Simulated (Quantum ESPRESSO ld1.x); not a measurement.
Values are calculated unless marked as measured or tabulated.
Task: Species: Tm3+. Configuration: [Xe] 4f11 6d1 (not the ground configuration). Level of theory: non-relativistic Kohn-Sham, LDA (Slater exchange, VWN5 correlation), spin-polarised, spherical densities, point nucleus; open shells are filled with parallel spins first; relativity is left out, which matters for an element this heavy (ld1.x of Quantum ESPRESSO 7.5). Some entries of the table are withheld. Estimate them.

orbital,occ.,eigenvalue (hartree),<r^2> (bohr^2),r(max) (bohr)
1s down,1,-2024.28,0.0006458,0.01458
1s up,1,-2024.28,0.0006458,0.01458
2s up,1,-328.922,0.01018,0.07964
2s down,1,-328.918,0.01018,0.07964
2p up,3,-314.365,0.007546,0.06188
2p down,3,-314.362,0.007545,0.06187
3s up,1,-74.8291,0.06486,0.2203
3s down,1,-74.7612,0.06481,0.2202
3p up,3,-68.1890,0.06029,0.2080
3p down,3,-68.1269,0.06024,0.2079
3d up,5,-55.7702,0.04745,0.1648
3d down,5,-55.7244,0.04739,0.1647
4s up,1,-15.7784,0.3226,0.4985
4s down,1,-15.6717,0.3230,0.4985
4p up,3,-13.0933,0.3373,0.5011
4p down,3,-12.9877,0.3378,0.5011
4d up,5,-8.24104,0.3753,0.5016
4d down,5,-8.13742,0.3764,0.5017
5s up,1,-3.13902,1.809,1.150
5s down,1,-3.09914,1.829,1.155
5p up,3,-2.37021,(1),1.242
5p down,3,-2.33738,(2),1.249
4f up,7,-2.09928,0.5891,0.4783
4f down,4,-2.00310,0.6054,0.4794
6d up,1,-0.52753,22.23,4.269
6d down,0,-0.49525,23.13,4.300

Result: 
(1) 5p up <r^2> (bohr^2): 2.205
(2) 5p down <r^2> (bohr^2): 2.233
